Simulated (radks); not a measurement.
Q: All-electron atom: Zn14+ in [Ne] 3s2 3p4 (the NIST ground configuration). Method: scalar-relativistic Kohn-Sham, BLYP, spin-unpolarised, spherical densities, finite nucleus; Fermi nuclear charge, rms radius 3.9283 fm; computed with a radial shooting solver on a logarithmic mesh with Libxc functionals. Some entries of the table are withheld. Estimate them.

orbital  occ.  eigenvalue (Ry)  r(max) (bohr)
1s          2              (1)        0.03291
2s          2        -119.7613         0.1889
2p          6        -108.5756            (2)
3s          2        -38.47594            (3)
3p          4        -34.98913            (4)
3d          0        -29.78982         0.4522
4s          0              (5)            (6)
4p          0        -17.13310          1.208

A: 
(1) 1s eigenvalue (Ry): -735.1833
(2) 2p r(max) (bohr): 0.1517
(3) 3s r(max) (bohr): 0.5456
(4) 3p r(max) (bohr): 0.5348
(5) 4s eigenvalue (Ry): -18.43622
(6) 4s r(max) (bohr): 1.180
